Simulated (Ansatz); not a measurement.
```yaml
crystal:
  periodic: [false, false, false]
  atoms:
    - {symbol: C, position_ang: [-1.600386, 0.063548, 1.550865]}
    - {symbol: O, position_ang: [-0.287094, 0.463068, 1.025841]}
    - {symbol: Al, position_ang: [0.913806, 0.309434, -0.192268]}
    - {symbol: C, position_ang: [0.245757, -0.576868, -2.099583]}
    - {symbol: O, position_ang: [2.129354, 1.610863, -0.148896]}
    - {symbol: H, position_ang: [-2.240964, 0.300683, 2.018546]}
    - {symbol: H, position_ang: [-1.881146, -1.006487, 0.770978]}
    - {symbol: H, position_ang: [-1.143045, -1.043171, 2.522068]}
    - {symbol: H, position_ang: [-0.490438, -0.222372, -2.049232]}
    - {symbol: H, position_ang: [1.265847, -0.187226, -2.514040]}
    - {symbol: H, position_ang: [0.620194, -1.394936, -1.657534]}
    - {symbol: H, position_ang: [2.296873, 1.752256, 0.546529]}
basis:
  gaussian: {orbitals: aug-cc-pVTZ}
hamiltonian: {xc: {name: wB97X-D}}
output: {forces: true}
```

```sh
$ ansatz run in.yaml --threads 4 --pin off --events-out ev --progress --plain --max-ram 10444MiB
```

It prints (some lines left out):

```
Error: YAML parse error: error: line 18 column 19: hamiltonian.xc: no functional is named "wB97X-D"; the names, which are not case-sensitive, are SVWN5, SPW92, PBE, PBE0, PBEsol, revPBE, revPBE0, RPBE, rPW86-PBE, HSE06, wPBEh, LC-wPBE, HISS, HF, BLYP, B3LYP, B3LYP5, BHLYP, CAM-B3LYP, r2SCAN, r2SCANh, r2SCAN0, r2SCAN50, m-r2SCAN, B97, wB97, wB97X, wB97X-V, B97M-V, wB97M-V, B2PLYP, B2GP-PLYP, PBE0-DH, PBE-QIDH
16 | basis:
17 |   gaussian: {orbitals: aug-cc-pVTZ}
18 | hamiltonian: {xc: {name: wB97X-D}}
19 | output: {forces: true}
```

(1) Something in this input is off. What?

Answers

(1) The method's name isn't one that the program takes here. The input was rejected before any iteration.

HSE06 is defined as in plane-wave codes.
